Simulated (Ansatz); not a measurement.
Basis-set extrapolation for C₂H₇B₂Cl, SMILES `BCB(C)Cl` (PBE0-D4/def2-TZVP geometry, frozen core, Ansatz). Multiplicity 1, RHF reference.

```
                      def2-TZVPP   def2-QZVPP
                 HF  -588.782824  -588.801484
    MP2 correlation    -0.739822    -0.793658
CCSD(T) correlation    -0.831684      not run
```

Energies in hartree. Use E(X) = E(∞) + A·exp(−7.88·√X) for Hartree–Fock and E(X) = E(∞) + B·X^(−2.97) for correlation, with X = 3 and 4, and add CCSD(T) minus MP2 of the smaller set to the MP2 limit.

**Question.** What is the CCSD(T) energy at the basis-set limit?

**Answer.** HF limit: -588.801484 + (-0.018660) × 0.13774 = -588.80405. MP2 limit: -0.793658 + (-0.053836) × 0.74074 = -0.83354. Higher-order term: -0.831684 − (-0.739822) = -0.09186. Total: -589.72945 hartree, 3.13 eV below CCSD(T)/def2-TZVPP.
